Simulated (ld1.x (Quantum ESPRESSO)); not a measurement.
Building the TM potential for iodine (LDA (PZ), non-relativistic).

ld1.x (Quantum ESPRESSO) 7.5 was run on this input:

```
&input
   title='I', zed=53., rel=0, dft='PZ', iswitch=3,
   config='[Kr] 4d10 5s2 5p4.5',
   nld=2, rlderiv=1.95, eminld=-4.0, emaxld=5.0, deld=0.02
 /
 &inputp
   pseudotype=2, tm=.true., lloc=1,
   nlcc=.true., rcore=1.50,
   file_pseudopw='I.UPF', file_wfcaegen='ae.wfc', file_wfcncgen='nc.wfc', file_beta='beta', file_chi='chi'
 /
2
5S  1  0   2.00   0.00  1.65  1.65  0.0
5P  2  1   4.50   0.00  1.80  1.80  0.0
 &test
   configts(1)='5s2 5p4.5'
 /
```

Command:

```bash
ld1.x < I.in > I.out
```

Output (shortened: banner, matrices, multipoles, cross overlaps and the repeated all-electron block are left out):

```
Program LD1 v.7.5
     --------------------------- All-electron run ----------------------------

     I

     atomic number is 53.00
     dft =PZ   lsd =0 sic =0 latt =0  beta=0.20 tr2=1.0E-14
     Exchange-correlation= PZ
                           (   1   1   0   0   0   0   0)
     mesh =1247 r(mesh) =  99.95380 a.u. xmin = -7.00 dx = 0.01250
     1 Ry =  13.60569312 eV

     n l     nl                  e(Ry)          e(Ha)          e(eV)
     1 0     1S 1( 2.00)     -2323.9167     -1161.9584    -31618.4977
     2 0     2S 1( 2.00)      -350.4879      -175.2440     -4768.6315
     2 1     2P 1( 6.00)      -329.5482      -164.7741     -4483.7322
     3 0     3S 1( 2.00)       -70.8256       -35.4128      -963.6311
     3 1     3P 1( 6.00)       -62.0011       -31.0006      -843.5685
     4 0     4S 1( 2.00)       -12.5681        -6.2840      -170.9974
     4 1     4P 1( 6.00)        -9.4813        -4.7407      -128.9997
     3 2     3D 1(10.00)       -45.5405       -22.7702      -619.6094
     4 2     4D 1(10.00)        -4.2117        -2.1059       -57.3037
     5 0     5S 1( 2.00)        -1.5041        -0.7521       -20.4650
     5 1     5P 1( 4.50)        -0.8299        -0.4149       -11.2909

     final scf error:  8.0E-15 reached in  35 iterations

     Etot =  -13829.163061 Ry,   -6914.581531 Ha, -188155.348757 eV

     Ekin =   13821.901045 Ry,    6910.950522 Ha,  188056.543988 eV
     Encl =  -32824.498178 Ry,  -16412.249089 Ha, -446600.049128 eV
     Eh   =    5514.328691 Ry,    2757.164346 Ha,   75026.263954 eV
     Exc  =    -340.894619 Ry,    -170.447309 Ha,   -4638.107571 eV

     normalization and overlap integrals

     s(1S/1S) =  1.000000  <r> =   0.0287  <r2> =    0.0011  r(max) =   0.0191
     s(2S/2S) =  1.000000  <r> =   0.1236  <r2> =    0.0179  r(max) =   0.1046
     s(2P/2P) =  1.000000  <r> =   0.1052  <r2> =    0.0134  r(max) =   0.0825
     s(3S/3S) =  1.000000  <r> =   0.3284  <r2> =    0.1230  r(max) =   0.2989
     s(3P/3P) =  1.000000  <r> =   0.3186  <r2> =    0.1176  r(max) =   0.2843
     s(4S/4S) =  1.000000  <r> =   0.7704  <r2> =    0.6705  r(max) =   0.7080
     s(4P/4P) =  1.000000  <r> =   0.8051  <r2> =    0.7387  r(max) =   0.7259
     s(3D/3D) =  1.000000  <r> =   0.2891  <r2> =    0.0988  r(max) =   0.2327
     s(4D/4D) =  1.000000  <r> =   0.9152  <r2> =    0.9802  r(max) =   0.7728
     s(5S/5S) =  1.000000  <r> =   2.0172  <r2> =    4.6036  r(max) =   1.7633
     s(5P/5P) =  1.000000  <r> =   2.4062  <r2> =    6.6346  r(max) =   2.0233

     ------------------------ End of All-electron run ------------------------

     --------------------- Generating NC pseudopotential ---------------------

      Generating local pot.: lloc=1, matching radius rcloc =   1.8000

      Computing core charge for nlcc:

       r > 1.52 : true rho core
       r < 1.52 : rho core = a sin(br)/r    a=   5.06  b=   1.81

      Integrated core pseudo-charge :   5.29

      Wfc   5S  rcut= 1.657  Using Troullier-Martins method

     ------------------- End of pseudopotential generation -------------------

     Computing logarithmic derivative in   1.96105
     Computing logarithmic derivative in   1.96105
     Computing the partial wave expansion
     R is outside the sphere for l=    0 j= 0.00
       no projector for channel:   1

     ---------------------- Testing the pseudopotential ----------------------

     I

     atomic number is 53.00   valence charge is  7.00
     dft =PZ   lsd =0 sic =0 latt =0  beta=0.20 tr2=1.0E-14
     mesh =1247 r(mesh) =  99.95380 xmin = -7.00 dx = 0.01250

     n l     nl             e AE (Ry)        e PS (Ry)    De AE-PS (Ry)
     1 0     5S   1( 2.00)       -1.50415       -1.50415        0.00000
     2 1     5P   1( 4.50)       -0.82987       -0.82987        0.00000

     eps = 9.8E-15  iter = 13

     Etot =  -13829.163061 Ry,   -6914.581531 Ha, -188155.348757 eV
     Etotps =   -28.248288 Ry,     -14.124144 Ha,    -384.337536 eV

     Ekin =       5.881091 Ry,       2.940546 Ha,      80.016320 eV
     Encl =     -39.850053 Ry,     -19.925026 Ha,    -542.187591 eV
     Ehrt =      16.615922 Ry,       8.307961 Ha,     226.071131 eV
     Ecxc =     -10.765635 Ry,      -5.382818 Ha,    -146.473930 eV
     (Ecc =      -5.770662 Ry,      -2.885331 Ha,     -78.513854 eV)
     Epseu=      -0.129612 Ry,      -0.064806 Ha,      -1.763466 eV

     ---------------------- End of pseudopotential test ----------------------
```

Note: ghost state, extra bound levels that the all-electron valence spectrum of the same l lacks: s at -65.0 eV. A true bound ghost makes a file unfit for plane-wave use.

Generation and configuration tests took about 1.4 s on one core of a shared server CPU.

Transferability test of the new file with ld1.x, input:

```
&input
   title='I', zed=53., rel=0, dft='PZ', iswitch=2,
   config='[Kr] 4d10 5s2 5p4.5'
 /
 &test
   file_pseudo='I.UPF', nconf=10,
   configts(1)='5s2 5p4.5',
   configts(2)='5s2 5p5',
   configts(3)='5s2 5p4',
   configts(4)='5s2 5p3',
   configts(5)='5s2 5p1',
   configts(6)='5s1 5p6',
   configts(7)='5s1 5p5',
   configts(8)='5s2 5p5.3',
   configts(9)='5s2 5p4.5', lsdts(9)=1,
   configts(10)='5s2 5p5', lsdts(10)=1
 /
```

```bash
ld1.x < I.test.in > I.test.out
```

Pseudopotential blocks of its output, shortened (energy terms left out):

```
     ---------------------- Testing the pseudopotential ----------------------

     n l     nl             e AE (Ry)        e PS (Ry)    De AE-PS (Ry)
     1 0     5S   1( 2.00)       -1.50415       -1.50415        0.00000
     2 1     5P   1( 4.50)       -0.82987       -0.82987        0.00000

     eps = 9.7E-15  iter = 13

     Etot =  -13829.163061 Ry,   -6914.581531 Ha, -188155.348758 eV
     Etotps =   -28.248288 Ry,     -14.124144 Ha,    -384.337536 eV

     ---------------------- End of pseudopotential test ----------------------

          ---------------------- Testing the pseudopotential ----------------------

     n l     nl             e AE (Ry)        e PS (Ry)    De AE-PS (Ry)
     1 0     5S   1( 2.00)       -1.19276       -1.19255       -0.00021
     2 1     5P   1( 5.00)       -0.53616       -0.53612       -0.00004

     eps = 1.6E-15  iter = 18

     Etot =  -13829.503755 Ry,   -6914.751877 Ha, -188159.984129 eV
     Etotps =   -28.588961 Ry,     -14.294480 Ha,    -388.972625 eV
     dEtot_ae =      -0.340693 Ry
     dEtot_ps =      -0.340673 Ry,   Delta E=      -0.000021 Ry

     ---------------------- End of pseudopotential test ----------------------

          ---------------------- Testing the pseudopotential ----------------------

     n l     nl             e AE (Ry)        e PS (Ry)    De AE-PS (Ry)
     1 0     5S   1( 2.00)       -1.83430       -1.83472        0.00042
     2 1     5P   1( 4.00)       -1.14169       -1.14192        0.00024

     eps = 5.3E-15  iter = 10

     Etot =  -13828.670875 Ry,   -6914.335437 Ha, -188148.652222 eV
     Etotps =   -27.756049 Ry,     -13.878025 Ha,    -377.640290 eV
     dEtot_ae =       0.492186 Ry
     dEtot_ps =       0.492238 Ry,   Delta E=      -0.000052 Ry

     ---------------------- End of pseudopotential test ----------------------

          ---------------------- Testing the pseudopotential ----------------------

     n l     nl             e AE (Ry)        e PS (Ry)    De AE-PS (Ry)
     1 0     5S   1( 2.00)       -2.54130       -2.54343        0.00213
     2 1     5P   1( 3.00)       -1.81088       -1.81265        0.00177

     eps = 1.5E-15  iter =  7

     Etot =  -13827.199275 Ry,   -6913.599637 Ha, -188128.630083 eV
     Etotps =   -26.283594 Ry,     -13.141797 Ha,    -357.606509 eV
     dEtot_ae =       1.963786 Ry
     dEtot_ps =       1.964694 Ry,   Delta E=      -0.000908 Ry

     ---------------------- End of pseudopotential test ----------------------

          ---------------------- Testing the pseudopotential ----------------------

     n l     nl             e AE (Ry)        e PS (Ry)    De AE-PS (Ry)
     1 0     5S   1( 2.00)       -4.10095       -4.11229        0.01133  !
     2 1     5P   1( 1.00)       -3.29225       -3.30626        0.01400  !

     eps = 2.8E-18  iter =  7

     Etot =  -13822.123823 Ry,   -6911.061912 Ha, -188059.575048 eV
     Etotps =   -21.195227 Ry,     -10.597614 Ha,    -288.375755 eV
     dEtot_ae =       7.039238 Ry
     dEtot_ps =       7.053061 Ry,   Delta E=      -0.013823 Ry

     ---------------------- End of pseudopotential test ----------------------

          ---------------------- Testing the pseudopotential ----------------------

     n l     nl             e AE (Ry)        e PS (Ry)    De AE-PS (Ry)
     1 0     5S   1( 1.00)       -1.23670       -1.23729        0.00060
     2 1     5P   1( 6.00)       -0.56976       -0.56988        0.00012

     eps = 9.7E-15  iter = 15

     Etot =  -13828.841944 Ry,   -6914.420972 Ha, -188150.979738 eV
     Etotps =   -27.926950 Ry,     -13.963475 Ha,    -379.965506 eV
     dEtot_ae =       0.321117 Ry
     dEtot_ps =       0.321338 Ry,   Delta E=      -0.000221 Ry

     ---------------------- End of pseudopotential test ----------------------

          ---------------------- Testing the pseudopotential ----------------------

     n l     nl             e AE (Ry)        e PS (Ry)    De AE-PS (Ry)
     1 0     5S   1( 1.00)       -1.87933       -1.88011        0.00079
     2 1     5P   1( 5.00)       -1.17803       -1.17837        0.00034

     eps = 7.2E-15  iter = 14

     Etot =  -13827.973902 Ry,   -6913.986951 Ha, -188139.169418 eV
     Etotps =   -27.058725 Ry,     -13.529362 Ha,    -368.152707 eV
     dEtot_ae =       1.189159 Ry
     dEtot_ps =       1.189563 Ry,   Delta E=      -0.000403 Ry

     ---------------------- End of pseudopotential test ----------------------

          ---------------------- Testing the pseudopotential ----------------------

     n l     nl             e AE (Ry)        e PS (Ry)    De AE-PS (Ry)
     1 0     5S   1( 2.00)       -1.01647       -1.01622       -0.00026
     2 1     5P   1( 5.30)       -0.37002       -0.37001       -0.00001

     eps = 8.7E-15  iter = 18

     Etot =  -13829.639471 Ry,   -6914.819736 Ha, -188161.830649 eV
     Etotps =   -28.724674 Ry,     -14.362337 Ha,    -390.819095 eV
     dEtot_ae =      -0.476410 Ry
     dEtot_ps =      -0.476386 Ry,   Delta E=      -0.000024 Ry

     ---------------------- End of pseudopotential test ----------------------

          ---------------------- Testing the pseudopotential ----------------------

     n l     nl             e AE (Ry)        e PS (Ry)    De AE-PS (Ry)
     1 0     5S   1( 1.00)       -1.53045       -1.53106        0.00060
     2 1     5P   1( 3.00)       -0.85537       -0.85569        0.00032
     1 0     5S   2( 1.00)       -1.47130       -1.47062       -0.00068
     2 1     5P   2( 1.50)       -0.79824       -0.79788       -0.00036

     eps = 9.2E-15  iter =  9

     Etot =  -13829.184401 Ry,   -6914.592200 Ha, -188155.639095 eV
     Etotps =   -28.269884 Ry,     -14.134942 Ha,    -384.631370 eV
     dEtot_ae =      -0.021339 Ry
     dEtot_ps =      -0.021596 Ry,   Delta E=       0.000257 Ry

     ---------------------- End of pseudopotential test ----------------------

          ---------------------- Testing the pseudopotential ----------------------

     n l     nl             e AE (Ry)        e PS (Ry)    De AE-PS (Ry)
     1 0     5S   1( 1.00)       -1.20990       -1.21005        0.00016
     2 1     5P   1( 3.00)       -0.55252       -0.55269        0.00016
     1 0     5S   2( 1.00)       -1.17281       -1.17219       -0.00062
     2 1     5P   2( 2.00)       -0.51724       -0.51697       -0.00027

     eps = 2.2E-15  iter = 18

     Etot =  -13829.512563 Ry,   -6914.756281 Ha, -188160.103970 eV
     Etotps =   -28.597878 Ry,     -14.298939 Ha,    -389.093954 eV
     dEtot_ae =      -0.349502 Ry
     dEtot_ps =      -0.349590 Ry,   Delta E=       0.000089 Ry

     ---------------------- End of pseudopotential test ----------------------
```
